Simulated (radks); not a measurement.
Results of a calculation; reference values are marked as such.
Task: Neutral lutetium, configuration [Xe] 4f13 5d2 6s2 (not the ground configuration). Level of theory: Dirac Kohn-Sham, PBE, spin-unpolarised, spherical densities, point nucleus; open shells are shared between the two j in proportion to 2j + 1 (a radial shooting solver on a logarithmic mesh with Libxc functionals).

Spin-orbit splittings of the eigenvalues, e(l+1/2) - e(l-1/2), with zeta = 2 splitting/(2l+1) and mean radii in bohr:

| shell | occ. | splitting (eV) | zeta (eV) | <r> j=l-1/2 | <r> j=l+1/2 |
|---|---|---|---|---|---|
| 2p | 6 | 1118 | 745.0 | 0.06741 | 0.07502 |
| 3p | 6 | 238.3 | 158.9 | 0.2020 | 0.2162 |
| 3d | 10 | 52.02 | 20.81 | 0.1899 | 0.1943 |
| 4p | 6 | 54.42 | 36.28 | 0.4843 | 0.5167 |
| 4d | 10 | 9.969 | 3.987 | 0.5390 | 0.5504 |
| 4f | 13 | 1.601 | 0.4574 | 0.6848 | 0.6972 |
| 5p | 6 | 7.309 | 4.873 | 1.288 | 1.396 |
| 5d | 2 | ? | ? | 2.438 | 2.565 |

Estimate the 5d splitting.

Result: 0.4367 eV (zeta = 0.1747 eV).
